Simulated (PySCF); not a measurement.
## How methods differ on the excitation energy of Be

Be [He] 2s2 (1S) → Be [He] 2s1 2p1 (3P), as a difference of total energies. Calculation: PySCF 2.14, in x2c-TZVPPall; scalar relativity by spin-free X2C-1e. Correlated levels: valence: 1s2 frozen. The calculations carry no spin-orbit coupling.

```json
{"method": "UHF", "excitation energy (eV)": "1.638"}
{"method": "MP2 (valence)", "excitation energy (eV)": "2.286"}
{"method": "SCS-MP2 (valence)", "excitation energy (eV)": "2.469"}
{"method": "CCSD (valence)", "excitation energy (eV)": "2.751"}
```

Errors of the correlated levels include the incompleteness of this basis and the frozen core.

The basis was made for the ground configuration and has no added diffuse functions, so the excitation energy can come out too high.

With two correlated electrons CCSD is exact in that space.

Problem. Which method comes closest to the reference value, and which is furthest?

Solution. The reference is 2.725 eV (measured; NIST levels, between the centres of gravity of the two terms). Closest: CCSD (valence) (error 0.026 eV); furthest: UHF (error -1.087 eV).
